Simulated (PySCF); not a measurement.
**Sn²⁺: ionisation energy**

Sn²⁺ [Kr] 4d10 5s2 → Sn³⁺ [Kr] 4d10 5s1 [5s1/2^1, M_J = 1/2], as a difference of total energies. Calculation: PySCF 2.14, in x2c-SVPall-2c; the two-component X2C-1e Hamiltonian. Correlated levels: [Ar] 3d10 frozen; the 6 highest virtual spinors dropped. "Screened" scales the spin-orbit matrix elements by Boettger's factors to mimic the two-electron term; Breit and QED terms are absent.

| method | ionisation energy (eV) | error (eV) |
| --- | --- | --- |
| GMP2 (spin-free) | 29.383 | -1.123 |
| GHF (screened spin-orbit) | 28.644 | -1.862 |
| GMP2 (screened spin-orbit) | 29.385 | -1.121 |

Reference: 30.506 eV (measured; NIST Atomic Spectra Database, ionization energies).

Errors of the correlated levels include the incompleteness of this basis and the frozen core.

MP2 underrates the near-degeneracy of ns² with np² in the lower species.
